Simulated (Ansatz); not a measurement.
CH6OSiZn can be A, `C[SiH2][O][ZnH]`, or B, `O[SiH2][CH2][ZnH]`.

Computed with Ansatz on PBE0-D4/def2-TZVP structures; ΔE is electronic, products minus reactants. CCSD(T)/CBS is the MP2 limit (def2-TZVPP, def2-QZVPP) plus CCSD(T) − MP2 in def2-TZVPP, frozen cores. DFT in def2-TZVPP. B3LYP here is the variant with VWN-RPA as its local correlation; programs differ in this. For Zn outer-core shells are correlated without core-valence functions, which leaves a few kJ/mol of doubt a bond. Scalar relativity is left out up to krypton. One conformer a species, not always the lowest.

(1) Which isomer does CCSD(T)/CBS put lower? Give the gap. (Estimate.)

(2) Give E(B) − E(A) in kJ/mol with PBE-D4, B2PLYP, CCSD/def2-TZVPP, B3LYP, B3LYP-D4, CCSD(T)/def2-TZVPP, ωB97M-V. (An estimate is asked.)

Largest T1 diagnostic: 0.015.

## Answers

(1) Computed: A, by 70.1 kJ/mol.

(2) Computed: PBE-D4 60.3, B2PLYP 75.4, CCSD/def2-TZVPP 72.6, B3LYP 75.8, B3LYP-D4 72.2, CCSD(T)/def2-TZVPP 69.5, ωB97M-V 63.8. None reverses the order clearly.

In def2-TZVPP, CCSD(T) changes the Hartree–Fock value by −19.5 kJ/mol (the triples alone add −3.1 kJ/mol) and MP2 by −20.1 kJ/mol. The D4 term adds −3.5 kJ/mol with B3LYP and −1.7 kJ/mol with PBE0; it sums over pairs of atoms, weighted by their polarisabilities, and B3LYP, whose exchange is more repulsive, gets the larger term.
